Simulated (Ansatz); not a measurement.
[closo-2-(NH3)B5H4]- (B5NH7⁻). The state is a singlet with charge -1. Geometry r2SCAN-D4/def2-SVPD; atoms count from 1.

```xyz
13

B    -0.239    0.114    0.082
B     0.601   -1.345   -0.424
B     0.767   -0.671    1.121
B     0.453    0.027   -1.410
B     1.505    0.243   -0.103
N    -1.623    0.845    0.414
H    -2.352    0.463   -0.189
H    -1.524    1.835    0.184
H    -1.916    0.758    1.390
H     0.628   -2.516   -0.747
H     0.875   -0.964    2.293
H     0.273    0.357   -2.564
H     2.552    0.856   -0.047
```

The highest occupied level of the charge -1 singlet lies above zero (up to 0.03 eV). The electron is either unbound and held by the finite basis, or the level is raised by self-interaction error.

Question: Estimate the Mulliken populations from the PBE0/def2-TZVPD orbitals of Ansatz.

Answer: 
```
atom  charge (e)
  B1       -1.69
  B2       -0.49
  B3        0.89
  B4        0.75
  B5       -0.48
  N6       -0.40
  H7        0.28
  H8        0.28
  H9        0.23
 H10       -0.07
 H11       -0.12
 H12       -0.12
 H13       -0.07
```
Mulliken values depend strongly on the basis. With diffuse functions, as here, like atoms can get unlike values, and bond orders can come out too low or too high.

Question: And the Mayer bond orders between heavy atoms (over 0.3)?

Answer: B1–B2 1.26 (1.76 Å); B1–B3 0.58 (1.65 Å); B1–B4 0.77 (1.65 Å); B1–B5 1.25 (1.76 Å); B1–N6 0.90 (1.60 Å); B2–B3 0.76 (1.69 Å); B2–B4 0.71 (1.70 Å); B2–B5 0.99 (1.86 Å); B3–B4 0.50 (2.64 Å); B3–B5 0.75 (1.70 Å); B4–B5 0.73 (1.69 Å).
